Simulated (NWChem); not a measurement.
Atomisation of C$_{2}$H$_{5}$FSi$_{2}$

SMILES: [Si@H](F)([SiH3])C#C
```xyz
10

C      2.1010     1.9132     0.2701
C      1.3542     1.0045    -0.0881
Si     0.1744    -0.3104    -0.5823
F      0.7904    -1.7749    -0.1534
Si    -1.8682     0.0100     0.5421
H      2.7647     2.7106     0.5810
H      0.0326    -0.3004    -2.0771
H     -2.8484    -1.0700     0.1719
H     -1.6408    -0.0129     2.0283
H     -2.4389     1.3460     0.1476
```
Charge 0, spin multiplicity 1.

Everything below was run with NWChem. The geometry was optimised at PBE/def2-SVP, a minimum by its harmonic frequencies. It is one conformer; others weren't searched.

Basis set: def2-TZVP. The atomisation energy is electronic alone: no zero-point, thermal, spin-orbit or counterpoise terms. No value is extrapolated to the basis-set limit. Free atoms are single determinants with multiplicities C 3, Si 3, F 2, H 2.

The structure started from a generated list of species. No SCF solution was tested for a lower state. Open-shell Hartree-Fock references start from PBE0 orbitals.

### Question
Order these methods by the atomisation energy they give, lowest first: BP86, PBE0, HF, BLYP, PBE, r2SCAN.

### Answer
HF (659.8 kcal/mol), BLYP (874.5 kcal/mol), PBE0 (877.9 kcal/mol), r2SCAN (886.7 kcal/mol), PBE (893.2 kcal/mol), BP86 (901.9 kcal/mol)
